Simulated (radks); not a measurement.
The numbers below are computed, except where a source is named.
Problem. Species: W I. Configuration: [Xe] 4f14 5d4.5 6s1.5 (fractional occupations, a model configuration). Level of theory: scalar-relativistic Kohn-Sham, r2SCAN, spin-polarised, spherical densities, finite nucleus; open shells are filled with parallel spins first (spin-orbit coupling, left out, can overturn this in heavy ions); meta-GGA in the generalised Kohn-Sham scheme; Fermi nuclear charge, rms radius 5.3658 fm (a radial shooting solver on a logarithmic mesh with Libxc functionals). Some entries of the table are withheld. Estimate them.

| orbital | occ. | eigenvalue (eV) | <r^2> (bohr^2) | r(max) (bohr) |
|---|---|---|---|---|
| 1s down | 1 | -69561.11 | 0.0004632 | 0.01146 |
| 1s up | 1 | -69561.09 | 0.0004632 | 0.01146 |
| 2s up | 1 | -12030.94 | 0.007119 | 0.06565 |
| 2s down | 1 | -12030.67 | 0.007119 | 0.06565 |
| 2p up | 3 | -10519.52 | 0.005893 | 0.05389 |
| 2p down | 3 | -10519.31 | 0.005893 | 0.05388 |
| 3s up | 1 | -2779.443 | 0.04613 | 0.1851 |
| 3s down | 1 | -2779.438 | 0.04613 | 0.1851 |
| 3p up | 3 | -2329.733 | 0.04693 | 0.1832 |
| 3p down | 3 | -2329.707 | 0.04693 | 0.1832 |
| 3d up | 5 | -1811.436 | 0.03900 | 0.1495 |
| 3d down | 5 | -1811.298 | 0.03900 | 0.1495 |
| 4s up | 1 | -577.8676 | 0.2281 | 0.4207 |
| 4s down | 1 | -577.6777 | 0.2282 | 0.4207 |
| 4p up | 3 | -429.6909 | 0.2596 | 0.4411 |
| 4p down | 3 | -429.5283 | 0.2596 | 0.4411 |
| 4d up | 5 | -240.8893 | 0.3031 | 0.4523 |
| 4d down | 5 | -240.6886 | 0.3028 | 0.4524 |
| 5s up | 1 | -80.2407 | 1.306 | 0.9661 |
| 5s down | 1 | -78.3349 | 1.275 | 0.9617 |
| 5p up | 3 | -44.2538 | 1.815 | (1) |
| 5p down | 3 | -41.4853 | 1.744 | (2) |
| 4f up | 7 | (3) | 0.4703 | 0.4300 |
| 4f down | 7 | (4) | 0.4580 | 0.4298 |
| 6s up | 1 | -6.4363 | (5) | 2.628 |
| 5d up | 4.5 | -5.0446 | 5.196 | 1.512 |
| 6s down | 0.5 | -3.7838 | (6) | 2.965 |
| 5d down | 0 | -1.2186 | 7.072 | 1.467 |

Solution. 
(1) 5p up r(max) (bohr): 1.097
(2) 5p down r(max) (bohr): 1.086
(3) 4f up eigenvalue (eV): -32.1869
(4) 4f down eigenvalue (eV): -31.7326
(5) 6s up <r^2> (bohr^2): 10.86
(6) 6s down <r^2> (bohr^2): 15.48
